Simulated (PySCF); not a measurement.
Ga(I)(OH)2 (GaH₂IO₂), SMILES [OH][Ga]([OH])[I].

Coordinates come from a PBE-D3(BJ)/def2-SVP optimisation. The structure was generated by enumeration; whether it is a known compound was not checked. The def2 effective core potentials stand for the cores of I; spin–orbit coupling is left out. Other conformers were not sampled.

Level of theory: PBE-D3(BJ)/def2-SVP (PySCF).

Frequencies are harmonic and unscaled.

```json
[
 {"mode": "1", "ν (cm⁻¹)": "113", "IR (km/mol)": "3.7", "moving atoms (share of kinetic energy)": "O 59 %, Ga 24 %, I 9 %"},
 {"mode": "2", "ν (cm⁻¹)": "151", "IR (km/mol)": "8.3", "moving atoms (share of kinetic energy)": "Ga 47 %, O 46 %"},
 {"mode": "3", "ν (cm⁻¹)": "162", "IR (km/mol)": "16.3", "moving atoms (share of kinetic energy)": "O 76 %, I 12 %, H 12 %"},
 {"mode": "4", "ν (cm⁻¹)": "246", "IR (km/mol)": "28.8", "moving atoms (share of kinetic energy)": "Ga 56 %, I 33 %, O 10 %"},
 {"mode": "5", "ν (cm⁻¹)": "306", "IR (km/mol)": "187.1", "moving atoms (share of kinetic energy)": "H 92 %"},
 {"mode": "6", "ν (cm⁻¹)": "339", "IR (km/mol)": "6.8", "moving atoms (share of kinetic energy)": "H 91 %, O 9 %"},
 {"mode": "7", "ν (cm⁻¹)": "659", "IR (km/mol)": "70.8", "moving atoms (share of kinetic energy)": "O 86 %, Ga 12 %"},
 {"mode": "8", "ν (cm⁻¹)": "707", "IR (km/mol)": "88.1", "moving atoms (share of kinetic energy)": "O 74 %, Ga 24 %"},
 {"mode": "9", "ν (cm⁻¹)": "811", "IR (km/mol)": "73.8", "moving atoms (share of kinetic energy)": "H 92 %"},
 {"mode": "10", "ν (cm⁻¹)": "847", "IR (km/mol)": "113.3", "moving atoms (share of kinetic energy)": "H 90 %, O 8 %"},
 {"mode": "11", "ν (cm⁻¹)": "3711", "IR (km/mol)": "76.5", "moving atoms (share of kinetic energy)": "H 94 %"},
 {"mode": "12", "ν (cm⁻¹)": "3729", "IR (km/mol)": "62.1", "moving atoms (share of kinetic energy)": "H 94 %"}
]
```
